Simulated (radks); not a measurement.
Task: Isoelectronic series with 24 electrons, all held in the configuration [Ar] 3d5 4s1, which need not be the ground one along the series. Calculated with a radial shooting solver on a logarithmic mesh with Libxc functionals: scalar-relativistic Kohn-Sham, PBE, spin-polarised, spherical densities, finite nucleus; open shells are filled with parallel spins first (spin-orbit coupling, left out, can overturn this in heavy ions); Fermi nuclear charge, rms radius of each element as measured or else 0.836 A^(1/3) + 0.57 fm. Total energies (hartree) and orbital eigenvalues (hartree):

| ion | E (hartree) | 3d up | 4s up |
|---|---|---|---|
| Cr | -1050.72524 | -0.13681 | -0.16420 |
| Fe2+ | -1271.54328 | -1.24059 | -0.85648 |
| Co3+ | -1390.64030 | -2.02703 | -1.33008 |
| Ni4+ | -1515.51478 | -2.94700 | -1.87869 |
| Cu5+ | -1646.16991 | -3.99346 | -2.49916 |
| Zn6+ | -1782.61550 | -5.16228 | -3.18963 |
| Ga7+ | -1924.86412 | -6.45081 | -3.94893 |
| Ge8+ | -2072.93129 | -7.85727 | -4.77628 |
| As9+ | -2226.83495 | -9.38038 | -5.67119 |
| Se10+ | -2386.59393 | -11.01921 | -6.63333 |
| Br11+ | -2552.22930 | -12.77304 | -7.66249 |
| Kr12+ | -2723.76308 | -14.64135 | -8.75857 |
| Rb13+ | -2901.21887 | -16.62372 | -9.92155 |
| Sr14+ | -3084.62120 | -18.71980 | -11.15144 |
| Zr16+ | -3469.37042 | -23.25215 | -13.81231 |
| Nb17+ | -3670.77202 | -25.68806 | -15.24355 |
| Mo18+ | -3878.22999 | -28.23695 | -16.74222 |
| Tc19+ | -4091.77778 | -30.89872 | -18.30853 |
| Ru20+ | -4311.44330 | -33.67331 | -19.94271 |
| Rh21+ | -4537.26316 | -36.56066 | -21.64501 |
| Pd22+ | -4769.26909 | -39.56077 | -23.41571 |

Estimate the row of Mn+.

Result: E (hartree) -1158.22951; 3d up -0.60096; 4s up -0.46367.
